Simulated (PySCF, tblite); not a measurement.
Compound: C5H11BSSi.
Geometry (GFN2-xTB, Å), atoms numbered from 1 in this order:
```xyz
19
C5H11BSSi angstrom
C      2.3523    1.5256    1.1801
C      2.0061    0.8368    0.2567
Si     1.5253   -0.2755   -1.1450
S      3.1402   -1.7066   -1.3993
C     -0.0973   -1.1901   -0.7416
B     -1.2041   -0.1261   -0.4368
C     -1.5105    0.2617    1.0612
C     -1.9490    0.6092   -1.6151
H      2.6477    2.1381    1.9834
H      1.5317    0.4553   -2.4071
H      2.9608   -2.3377   -0.2481
H      0.0916   -1.8628    0.0971
H     -0.3342   -1.8097   -1.6080
H     -0.5923    0.5269    1.5847
H     -2.2068    1.0895    1.1702
H     -1.9295   -0.5855    1.6039
H     -1.6956    0.2421   -2.6071
H     -1.7157    1.6741   -1.5905
H     -3.0307    0.5439   -1.5039
```

Jobs on this species (19 atoms, 76 electrons) with PySCF (density fitting) and tblite. Hardware of each: one thread, Arm Neoverse V2 (aarch64) (shared host). Times come from a shared host and carry two figures at best.

```tsv
level and settings	work	basis functions	SCF cycles	wall time
GFN2-xTB	Hessian by finite differences	–	–	0.73 s
GFN2-xTB	L-BFGS relaxation	–	–	0.71 s
PBE0/pcSseg-1	shieldings, charges and field gradients, density and orbital grids written	205	?	?
```

Fill in the missing figures.

- PBE0/pcSseg-1; shieldings, charges and field gradients, density and orbital grids written: 41 s, 14 SCF cycles

What do all jobs in the table cost together?

About 42 s; the longest takes about 97 % of that, and about 58 times as long as the shortest.
